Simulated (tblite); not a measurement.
Compound: C₂H₇GeNS.
Atom-mapped SMILES: `[SH:1][CH2:2]/[CH:3]=[N:4]\[GeH3:5]` (hydrogens: H6 on S1; H7, H8 on C2; H9 on C3; H10, H11, H12 on Ge5)

Computed with GFN2-xTB (tblite), gas phase: L-BFGS steps from a force-field or distance-geometry start until the largest atomic force falls under 0.01 eV/Å.

Step 26: E = -432.9104 eV
```
atom  x, y, z in Å  |  force x, y, z in eV/Å
S1     -2.3575    0.6716   -0.7749   -0.021   0.008  -0.052
C2     -1.2581   -0.7637   -0.4713    0.016   0.016   0.011
C3     -0.6323   -0.6028    0.8779   -0.077   0.078   0.002
N4      0.4967   -0.1380    1.1486    0.011  -0.032  -0.026
Ge5     1.9029    0.5113    0.2081    0.042  -0.009   0.021
H6     -1.3863    1.5541   -1.0084    0.022   0.008   0.073
H7     -0.5127   -0.8065   -1.2667   -0.014  -0.015  -0.008
H8     -1.9221   -1.6276   -0.5009    0.074  -0.009  -0.028
H9     -1.2923   -0.8715    1.7053    0.026  -0.024   0.031
H10     2.8875   -0.6021    0.0801   -0.031  -0.002   0.005
H11     2.4250    1.5587    1.1290   -0.012   0.019  -0.037
H12     1.6503    1.1155   -1.1529   -0.036  -0.038   0.009
```

Step 27: E = -432.9112 eV
```
atom  x, y, z in Å  |  force x, y, z in eV/Å
S1     -2.3591    0.6676   -0.7808    0.022   0.045  -0.059
C2     -1.2593   -0.7671   -0.4719   -0.026   0.042  -0.037
C3     -0.6346   -0.6003    0.8744   -0.002   0.073   0.026
N4      0.4955   -0.1362    1.1430    0.026  -0.014  -0.027
Ge5     1.9069    0.5131    0.2079   -0.017  -0.018   0.000
H6     -1.3856    1.5568   -0.9929   -0.017  -0.029   0.078
H7     -0.5163   -0.8144   -1.2690   -0.001  -0.012  -0.010
H8     -1.9261   -1.6282   -0.4979    0.067  -0.033  -0.027
H9     -1.2915   -0.8681    1.7033    0.001  -0.025   0.051
H10     2.8884   -0.6017    0.0822   -0.017  -0.013   0.006
H11     2.4245    1.5597    1.1307   -0.004   0.030  -0.027
H12     1.6583    1.1179   -1.1551   -0.032  -0.044   0.026
```

Step 28: E = -432.9122 eV
```
atom  x, y, z in Å  |  force x, y, z in eV/Å
S1     -2.3586    0.6672   -0.7856   -0.007   0.014  -0.052
C2     -1.2579   -0.7668   -0.4715   -0.062   0.075  -0.069
C3     -0.6367   -0.5974    0.8739    0.061   0.044   0.041
N4      0.4955   -0.1378    1.1415    0.041   0.013  -0.014
Ge5     1.9090    0.5131    0.2088   -0.072  -0.027  -0.018
H6     -1.3873    1.5585   -0.9866    0.016  -0.004   0.070
H7     -0.5152   -0.8163   -1.2677    0.020  -0.004  -0.021
H8     -1.9244   -1.6267   -0.4982    0.041  -0.063  -0.022
H9     -1.2906   -0.8690    1.7033   -0.019  -0.016   0.060
H10     2.8868   -0.6027    0.0821    0.003  -0.025   0.009
H11     2.4236    1.5615    1.1290    0.004   0.038  -0.012
H12     1.6569    1.1155   -1.1550   -0.026  -0.043   0.029
```

Problem. Estimate the geometry and energy of step 29. (The exact step hangs on the optimiser's Hessian estimate; all steps are aligned on step 28, rigid shifts and turns removed.)

Solution. E = -432.9137 eV, largest force 0.135 eV/Å
```
atom  x, y, z in Å  |  force x, y, z in eV/Å
S1     -2.3599    0.6644   -0.7958    0.001   0.018  -0.051
C2     -1.2595   -0.7676   -0.4732   -0.078   0.082  -0.074
C3     -0.6394   -0.5915    0.8716    0.105  -0.010   0.041
N4      0.4959   -0.1372    1.1352    0.027   0.033   0.009
Ge5     1.9126    0.5141    0.2088   -0.109  -0.026  -0.032
H6     -1.3871    1.5609   -0.9663    0.009  -0.007   0.065
H7     -0.5172   -0.8240   -1.2694    0.033   0.012  -0.020
H8     -1.9250   -1.6278   -0.4969    0.024  -0.070  -0.014
H9     -1.2894   -0.8671    1.7031   -0.021   0.006   0.047
H10     2.8861   -0.6037    0.0841    0.023  -0.036   0.012
H11     2.4224    1.5648    1.1285    0.009   0.036  -0.007
H12     1.6616    1.1142   -1.1558   -0.024  -0.039   0.024
```

The energy changes by -0.0015 eV. The first-order estimate −F·Δx gives -0.0020 eV and the mean of the old and new forces, exact on a quadratic surface, -0.0015 eV. The step makes an angle of 72° with the force vector and moves no atom by more than 0.020 Å.

What follows is the cost of the whole relaxation. Time: 0.74 s of wall time. Hardware: an Arm Neoverse N1 with one thread, no GPU (shared host).
